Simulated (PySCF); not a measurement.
Compound: C₁₀H₈.
Atom-mapped SMILES: `[CH:1]#[C:2][C:3]#[C:4][C:5]1=[CH:6][CH2:7][CH:8]=[CH:9][CH2:10]1` (hydrogens: H11 on C1; H12 on C6; H13, H14 on C7; H15 on C8; H16 on C9; H17, H18 on C10)

Geometry (PBE0-D3(BJ)/def2-SVP, Å), atoms numbered from 1 in this order:
```xyz
18
C10H8 angstrom
C      5.3378   -0.0198   -0.6526
C      4.1264   -0.0007   -0.5265
C      2.7658    0.0200   -0.3842
C      1.5487    0.0487   -0.2684
C      0.1392    0.0401   -0.0894
C     -0.6592    0.8161   -0.8511
C     -2.1441    0.8583   -0.7202
C     -2.6745   -0.0478    0.3453
C     -1.8934   -0.8191    1.1040
C     -0.4040   -0.8729    0.9839
H      6.4059   -0.0367   -0.7636
H     -0.1987    1.4539   -1.6110
H     -2.6065    0.6111   -1.6960
H     -2.4673    1.9007   -0.5303
H     -3.7586   -0.0640    0.4940
H     -2.3476   -1.4594    1.8666
H      0.0673   -0.6170    1.9508
H     -0.0737   -1.9083    0.7810
```

Computed with TDDFT PBE0/def2-SVPD, vertical, gas phase, core orbitals frozen in the response in PySCF 2.14.0, density-fitted response routines.

Transition dipole moments from the ground state, in atomic units and in the frame of the coordinates above (overall signs are arbitrary), for the states with f of 0.002 or more among the lowest 5:

| state | E (eV) | μx | μy | μz |
| --- | --- | --- | --- | --- |
| S2 | 4.324 | 1.312 | -0.218 | 0.083 |
| S5 | 5.775 | 1.002 | 0.009 | -0.131 |

**Question.** Work out the oscillator strengths.

**Answer.** f = (2/3) ΔE |μ|² with ΔE in hartree (27.2114 eV).

| state | \|μ\|² (au) | \|μ\| (D) | f |
| --- | --- | --- | --- |
| S2 | 1.774 | 3.39 | 0.188 |
| S5 | 1.021 | 2.57 | 0.145 |

**Question.** The point group is Cs. Which irreducible representation does each state belong to?

**Answer.** The ground state is totally symmetric, so the direction of μ fixes the label. Polarised in the mirror plane, so A′: S2 and S5.

**Question.** What angle do the transition dipoles of S2 and S5 make?

**Answer.** |cos θ| = |μa·μb| / (|μa| |μb|) = 0.97, so θ ≈ 15° (taken between 0 and 90°, since the signs are arbitrary).

**Question.** How is the summed strength of these states shared among x, y and z?

**Answer.** (2/3) Σ ΔE μα² gives 0.324 for x, 0.005 for y and 0.003 for z, 0.333 in all.

**Question.** What peak molar absorption coefficient would the strongest computed level give as a lone Gaussian band 0.5 eV wide at half height?

**Answer.** ε(max) = 2.175×10⁸ f / FWHM, with the width in cm⁻¹. S2: 2.175×10⁸ × 0.1880 / 4033 ≈ 10000 L mol⁻¹ cm⁻¹.
